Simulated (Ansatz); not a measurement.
Two structures of Si4H13ClO, closed shell, reached by relaxing down either side of one saddle point (PBE0-D4/def2-TZVP). Energies are electronic, without zero-point energy. Program: Ansatz 0.2.0. Basis: def2-TZVPP and def2-QZVPP. Cores are frozen in the correlated methods. Extrapolation: Hartree–Fock as exp(−7.88 √X), correlation as X^−2.97. First:

```
atom    x (Å)    y (Å)    z (Å)
 Si1  -0.9103  -0.0463  -1.0195
 Si2   1.1886   0.8433  -1.5519
 Si3  -1.6998   0.7244   1.0434
 Si4  -0.9109  -2.3919  -1.1249
  H5  -1.8551   0.4946  -2.0428
  H6   1.6541  -0.3501   1.7615
 Cl7   1.5494  -1.6422   1.5759
  H8   0.8898   1.7934   2.3051
  O9   1.6905   1.4183   1.9261
 H10   1.3321   0.9956  -3.0243
 H11   1.3394   2.2067  -0.9513
 H12   2.3008   0.0052  -1.0381
 H13  -3.1847   0.6487   1.0870
 H14  -1.1466  -0.0545   2.1808
 H15  -1.3129   2.1543   1.2433
 H16  -1.8766  -2.8305  -2.1694
 H17  -1.3257  -2.9708   0.1784
 H18   0.4391  -2.8967  -1.4836
 H19   1.8387   1.8986   1.1042
```

Second:

Si1  (-0.733, -0.559, 0.094)
Si2  (2.740, 1.215, -1.777)
Si3  (-1.964, -0.076, 2.032)
Si4  (-1.601, -2.346, -1.140)
H5  (-0.601, 0.634, -0.784)
H6  (1.159, 1.229, 1.840)
Cl7  (1.217, -1.115, 0.616)
H8  (2.043, 1.954, -0.692)
O9  (0.416, 1.837, 1.909)
H10  (1.768, 0.339, -2.476)
H11  (3.301, 2.200, -2.736)
H12  (3.838, 0.406, -1.196)
H13  (-3.088, -1.054, 2.114)
H14  (-1.114, -0.240, 3.235)
H15  (-2.545, 1.287, 1.953)
H16  (-2.979, -2.005, -1.589)
H17  (-1.660, -3.560, -0.283)
H18  (-0.756, -2.627, -2.331)
H19  (0.561, 2.482, 1.212)
(Å)

**Question.** Which bonds change from the first to the second?

**Answer.** Si₄H₁₀ ([SiH3][SiH]([SiH3])[SiH3]) + HCl + H₂O → Si₃H₇Cl ([SiH3][SiH]([SiH3])[Cl]) + SiH₄ + H₂O; bonds formed: Si1–Cl7, Si2–H8, H6–O9; bonds broken: Si1–Si2, H6–Cl7, H8–O9.

**Question.** Give the saddle point's structure and its height above each. (An estimate is asked for; the value comes from the calculation.)

**Answer.** Computed: 44.45 kcal/mol above the first and 59.63 kcal/mol above the second (CCSD(T) at an estimated basis limit (MP2 extrapolated from triple and quadruple zeta, plus CCSD(T) − MP2 in triple zeta)).
```xyz
19
angstrom
Si -0.6757 -0.0384 -0.3644
Si 1.3882 0.8397 -1.4058
Si -1.8758 0.7051 1.5012
Si -0.6984 -2.2291 -1.1574
H -1.2285 0.8738 -1.4452
H 1.3419 0.2547 1.7858
Cl 0.9437 -1.5292 1.4377
H 0.7935 0.8882 0.2991
O 1.3346 1.2519 1.5440
H 1.0595 0.1214 -2.6592
H 1.3180 2.3091 -1.5981
H 2.7239 0.4308 -0.9117
H -3.2467 0.1548 1.3147
H -1.3147 0.2655 2.7948
H -1.9502 2.1885 1.4306
H -1.5537 -2.2608 -2.3821
H -1.2854 -3.1242 -0.1353
H 0.6728 -2.6412 -1.5392
H 2.2532 1.5395 1.4904
```

T1 diagnostic: at most 0.014.

Labels in which every atom is bracketed show which atoms are joined, not bond orders.

For scale, one of the runs: CCSD(T)/def2-TZVPP, 423 basis functions, launched by `ansatz run in.yaml --threads 4 --pin off --events-out ev --progress --plain --max-ram 46080MiB --backend cuda --devices 0, --max-vram 37GiB`. Hardware: 4 CPU threads of an AMD EPYC 7R13 and a share of one NVIDIA H100, shared host. Wall time 33 s; peak host memory 1.1 GiB.
